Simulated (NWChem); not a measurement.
Molecule: TeBr₂; SMILES Br[Te]Br

Results from NWChem. Medium grid unless said otherwise, to which SCAN and Minnesota functionals are sensitive. Geometry: optimised at PBE0/def2-SVP. def2 effective core potentials on Te; no spin-orbit coupling. Hybrids' shares of exact exchange are those that their runs print; pure functionals count as 0. The functionals differ in more than this share.

| row | share of exact exchange | orbital gap (eV) |
|---|---|---|
| PBE/def2-SVP | 0.00 | 1.59 |
| HCTH/407/def2-SVP | 0.00 | 1.61 |
| TPSSh/def2-SVP | 0.10 | withheld |
| B3LYP/def2-SVP | 0.20 | 3.04 |
| B3PW91/def2-SVP | 0.20 | 3.09 |
| M06/def2-SVP | 0.27 | 3.63 |
| BHandHLYP/def2-SVP | 0.50 | 5.33 |

Q: Fit a straight line of the last column on the one before it, predict the withheld value, and compare with the run.

A: 
1. Means of the 6 shown rows: x = 0.195, y = 3.048. Slope Σ(x − x̄)(y − ȳ)/Σ(x − x̄)² = 1.305/0.1748 = 7.465; intercept 1.593.
2. The shown rows scatter about the line by 0.022 (root mean square); the largest residual is -0.05, at B3LYP/def2-SVP.
3. At x = 0.10 (TPSSh/def2-SVP; inside the shown range) the line gives 2.34.
4. The run gives 2.48, +0.14 from the line, 6.4 times the scatter.
